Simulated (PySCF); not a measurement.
Magnetic susceptibility: `CC(=O)OC1=CC[SiH2]O1`, C₅H₈O₃Si

Geometry:
```
atom   x (Å)   y (Å)   z (Å)
  C1  -3.347  -0.328  -0.524
  C2  -2.047  -0.287   0.234
  O3  -1.923  -0.489   1.410
  O4  -1.042   0.002  -0.611
  C5   0.270   0.086  -0.220
  C6   0.836  -0.064   0.970
  C7   2.328   0.115   0.966
 Si8   2.654   0.493  -0.879
  O9   1.056   0.377  -1.290
 H10  -3.418   0.531  -1.186
 H11  -3.373  -1.229  -1.132
 H12  -4.176  -0.341   0.177
 H13   0.292  -0.292   1.866
 H14   2.817  -0.789   1.333
 H15   2.613   0.917   1.648
 H16   3.370  -0.547  -1.607
 H17   3.083   1.857  -1.166
```

Computed with GIAO PBE0/pcSseg-1 magnetisability, rotational g tensor and spin-rotation constants, non-relativistic, gas phase (PySCF). Geometry: GFN2-xTB.

Task: How diamagnetic is it, and how anisotropic?

Result: Isotropic -1265 × 10⁻³⁰ J/T², or -76.2 × 10⁻⁶ cm³/mol; principal values -1380, -1326, -1088 × 10⁻³⁰ J/T², anisotropy 270 × 10⁻³⁰ J/T² (root of half the summed squared differences of the principal values). The susceptibility is in cgs units.

Task: Split it along the inertial axes a, b, c into diamagnetic and paramagnetic parts about the centre of mass, with the quadrupole moment.

Result: 
| axis | χ (10⁻⁶ cm³/mol) | diamagnetic (10⁻⁶ cm³/mol) | paramagnetic (10⁻⁶ cm³/mol) | summed x² of all electrons (Å²) | quadrupole Θ (D Å) |
| --- | --- | --- | --- | --- | --- |
| a | -77.1 | -431.1 | 353.9 | 369.5 | +11.94 |
| b | -68.2 | -1646.8 | 1578.6 | 83.0 | -8.56 |
| c | -83.1 | -1919.9 | 1836.8 | 18.6 | -3.38 |

Anisotropies 2χaa − χbb − χcc = -3.0 and 2χbb − χaa − χcc = +23.9 × 10⁻⁶ cm³/mol. Θ is traceless in Buckingham's convention.

Task: And the rotational g tensor?

Result: 
```csv
axis,rotational constant (GHz),g,nuclear part,electronic part
a,3.9417,-0.0595,0.5959,-0.6554
b,0.7768,-0.0106,0.5655,-0.5761
c,0.6594,-0.0053,0.5637,-0.5690
```
Asymmetric top; isotopes 12C, 1H, 16O, 28Si; no vibrational averaging.
